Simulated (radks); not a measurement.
The mean radii <r> (bohr) of the occupied orbitals of an atom or ion are listed with their occupations. All-electron calculation, non-relativistic Kohn-Sham, LB94 model potential, spin-polarised, spherical densities, point nucleus. Program: a radial shooting solver on a logarithmic mesh with Libxc functionals.

orbital  occ.      <r>
1s down     1  0.02195
1s up       1  0.02195
2s down     1  0.09303
2s up       1  0.09303
2p down     3  0.07875
2p up       3  0.07875
3s up       1   0.2376
3s down     1   0.2375
3p up       3   0.2274
3p down     3   0.2273
3d up       5   0.2005
3d down     5   0.2003
4s up       1   0.5177
4s down     1   0.5184
4p up       3   0.5229
4p down     3   0.5237
4d up       5   0.5307
4d down     5   0.5318
4f up       4   0.5337

Name the element and its charge. Open shells, if any, are filled with parallel spins first.

Answer. Z = 69, thulium, charge +19: Tm19+ in [Kr] 4d10 4f4. The 1s radius gives Z: for a bare nucleus <r> = 1.5/Z, 0.02174 bohr for Z = 69, and screening makes it slightly larger (0.02195 here). The occupations add up to 50, and the charge is Z minus that.
